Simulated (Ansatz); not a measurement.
Program: Ansatz. Geometries: PBE0-D4/def2-TZVP. ΔE: electronic, gas phase. CBS: MP2 limit from def2 TZ/QZ plus the TZ coupled-cluster correction, frozen cores. DFT in def2-TZVPP. For Br, Zn outer-core shells are correlated without core-valence functions, which leaves a few kJ/mol of doubt a bond. Scalar relativity is left out up to krypton.

Consider the redistribution: `[Cl][Zn][Br]` + `FC1C[SiH2][SiH2]1` → `[F][Zn][Br]` + `ClC1C[SiH2][SiH2]1`.

```json
{"level": "LDA (SPW92)", "ΔE (kJ/mol)": "37.2", "difference from CCSD(T)/CBS": "9.9"}
{"level": "r2SCAN-D4", "ΔE (kJ/mol)": "37.9", "difference from CCSD(T)/CBS": "10.6"}
{"level": "ωB97M-V", "ΔE (kJ/mol)": "37.4", "difference from CCSD(T)/CBS": "10.1"}
{"level": "PBE-QIDH", "ΔE (kJ/mol)": "34.2", "difference from CCSD(T)/CBS": "6.9"}
{"level": "PBE", "ΔE (kJ/mol)": "35.7", "difference from CCSD(T)/CBS": "8.4"}
{"level": "revPBE", "ΔE (kJ/mol)": "36.7", "difference from CCSD(T)/CBS": "9.4"}
{"level": "BLYP", "ΔE (kJ/mol)": "38.3", "difference from CCSD(T)/CBS": "11.0"}
{"level": "BHLYP", "ΔE (kJ/mol)": "48.9", "difference from CCSD(T)/CBS": "21.6"}
{"level": "LC-ωPBE", "ΔE (kJ/mol)": "37.0", "difference from CCSD(T)/CBS": "9.7"}
{"level": "MP2/def2-SVP", "ΔE (kJ/mol)": "27.3", "difference from CCSD(T)/CBS": "0.0"}
{"level": "CCSD(T)/def2-SVP", "ΔE (kJ/mol)": "35.8", "difference from CCSD(T)/CBS": "8.5"}
{"level": "HF/def2-TZVPP", "ΔE (kJ/mol)": "59.0", "difference from CCSD(T)/CBS": "31.7"}
{"level": "SCS-MP2/def2-TZVPP", "ΔE (kJ/mol)": "24.2", "difference from CCSD(T)/CBS": "-3.1"}
{"level": "CCSD(T)/def2-TZVPP", "ΔE (kJ/mol)": "30.4", "difference from CCSD(T)/CBS": "3.1"}
{"level": "SCS-MP2/def2-QZVPP", "ΔE (kJ/mol)": "20.9", "difference from CCSD(T)/CBS": "-6.4"}
{"level": "CCSD/CBS(def2)", "ΔE (kJ/mol)": "31.3", "difference from CCSD(T)/CBS": "4.0"}
{"level": "CCSD(T)/CBS", "ΔE (kJ/mol)": "27.3", "difference from CCSD(T)/CBS": "0"}
```

Largest T1 diagnostic among the species: 0.014.

The D4 term adds −7.2 kJ/mol with B3LYP and −3.7 kJ/mol with PBE0; it sums over pairs of atoms, weighted by their polarisabilities, and B3LYP, whose exchange is more repulsive, gets the larger term. In def2-TZVPP, CCSD(T) changes the Hartree–Fock value by −28.6 kJ/mol (the triples alone add −4.0 kJ/mol) and MP2 by −39.5 kJ/mol.

B3LYP here is the variant with VWN-RPA as its local correlation; programs differ in this.
